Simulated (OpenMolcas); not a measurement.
# Ga II: from RASSCF to RASPT2

```yaml
Program: OpenMolcas
Basis: ANO-RCC-VQZP [7s6p4d2f1g]
Scalar_Hamiltonian: DKH2, point nucleus
Active_space: 2 electrons in 9 orbitals (RAS2 4s 4p; RAS3 4d, at most 2 electrons)
State_averaging: 2S+1 = 3 even, 3 roots; 2S+1 = 1 even, 7 roots; 2S+1 = 3 odd, 3 roots; 2S+1 = 1 odd, 3 roots
Spin-orbit_coupling: RASSI with atomic mean-field integrals over the reference wave functions, term energies averaged over their components
```

Methods on the same reference wave functions:
A. RASSCF
B. SS-RASPT2, IPEA 0.25 Eh, imaginary shift 0.1 Eh (closed shells correlated: 3d)
C. MS-RASPT2, IPEA 0.25 Eh, imaginary shift 0.1 Eh (closed shells correlated: 3d)

Energies in eV above 4s² ¹S₀, the measured ground level; measured values from NIST Handbook of Basic Atomic Spectroscopic Data.

```
     Level       A       B       C  Measured
   4s² ¹S₀  0.0000  0.0000  0.0000    0.0000
4s 4p ³P°₀  5.2258   5.728   5.761    5.8728
4s 4p ³P°₁  5.2734   5.776   5.808    5.9282
4s 4p ³P°₂  5.3715   5.874   5.907    6.0442
4s 4p ¹P°₁  8.5912   8.694   8.726    8.7658
```

Deviations, from unrounded energies. A percentage is the sum of absolute deviations over the sum of measured energies, with the sign that they share, or ± where signs differ.

```tsv
Against measurement	Levels	A	B	C
mean absolute deviation (cm-1)	4	4300	1100	820
other configurations (%)	4	-8.1	-2.0	-1.5
```

C lies closest to measurement on these levels and A furthest from it. The largest miss of C in the table is 4s 4p ³P°₂, by -1100 cm-1. The ranking rests on the paired levels alone, and a cruder setting can come out closer through cancelling errors.

Between B and C the level of the table that moves most is 4s 4p ¹P°₁, by 260 cm-1 (lowest in B, highest in C). Moves below CASPT2's spread within the term are not significant.

The lowest spin-free term lies below A's lowest term by 0.452 hartree in B, 0.453 hartree in C.

Active for correlation alone: 4d; no level in the range computed is led by a configuration that fills it, so any true level of that kind is missing. Without dynamic correlation excited terms often stand tens of per cent too high (terms of higher spin than the ground term too low), and those without a measured partner can miss by more than the paired ones (holds for A). Computed and measured levels are paired by configuration, term and J; levels that our copy of the source lacks, or whose pairing is in doubt (as where it misses far off the trend of its configuration), stay unpaired and out of the deviations. Only configurations of the active space appear. The table leaves out levels that lie high or whose names do not pair safely across all columns.

° marks odd parity.
